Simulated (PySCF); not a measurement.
A GIAO shielding run with PySCF 2.14 (density fitting, non-relativistic, gas phase) on `C[SiH2]CC#C[Si@@H](O)SC`, C$_{5}$H$_{12}$OSSi$_{2}$:

```
$ OMP_NUM_THREADS=1 python probes_run.py task.json out

{"job": {"kind": "nmr", "xc": "PBE0", "basis": "pcSseg-1"}, "charge": 0, "multiplicity": 1}
C     -1.806927     1.182131    -1.388954
Si    -2.235842     1.239846     0.455613
C     -2.073704    -0.538842     1.164749
C     -0.729595    -1.015236     0.992215
C      0.405150    -1.394821     0.825486
Si     2.161907    -1.776203     0.428145
O      2.411839    -3.281170    -0.115857
S      2.678128    -0.402869    -1.167332
C      2.295112     1.167819    -0.342767
H     -0.841140     0.711228    -1.553923
H     -2.546108     0.616114    -1.950094
H     -1.765586     2.179521    -1.816482
H     -3.619274     1.680865     0.674400
H     -1.305100     2.113471     1.181917
H     -2.760245    -1.214392     0.650142
H     -2.331525    -0.551727     2.224856
H      3.068937    -1.620849     1.552324
H      2.313489    -3.500257    -1.038456
H      2.338161     1.945441    -1.098315
H      3.033597     1.360665     0.429817
H      1.299806     1.116210     0.088978
```

Hardware: 1 thread of an Intel Xeon, shared host. The job also computes population analyses, field gradients.

Problem. How large is the calculation?

Solution. 94 electrons, 234 basis functions and 1283 auxiliary functions.

Problem. How long does it take, and how much memory does it need?

Solution. 2.5 min of wall time, with 14 SCF cycles and 5 response iterations; peak memory 1.1 GiB. Times on a shared host scatter by some tens of per cent.
